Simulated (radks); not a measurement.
The numbers below are computed, except where a source is named.
Task: Valence configurations of neutral gallium (all share [Ar]). Level of theory: scalar-relativistic Kohn-Sham, BLYP, spin-polarised, spherical densities, finite nucleus; open shells are filled with parallel spins first; Fermi nuclear charge, rms radius 3.9973 fm (a radial shooting solver on a logarithmic mesh with Libxc functionals). Order these by energy: 3d9 4s2 4p2; 3d8 4s2 4p3; 3d8.5 4s2 4p2.5; 3d10 4s1 4p2; 3d10 4s1.5 4p1.5; 3d10 4s2 4p1; 3d9.5 4s2 4p1.5.

Result: From the lowest, in eV above it: 3d10 4s2 4p1 0.000; 3d10 4s1.5 4p1.5 2.831; 3d10 4s1 4p2 5.450; 3d9.5 4s2 4p1.5 8.916; 3d9 4s2 4p2 19.478; 3d8.5 4s2 4p2.5 31.748; 3d8 4s2 4p3 45.783. NIST lists [Ar] 3d10 4s2 4p1 as the ground configuration; this level of theory agrees among the configurations tried. The energies are those of spherical high-spin densities, not of single terms.
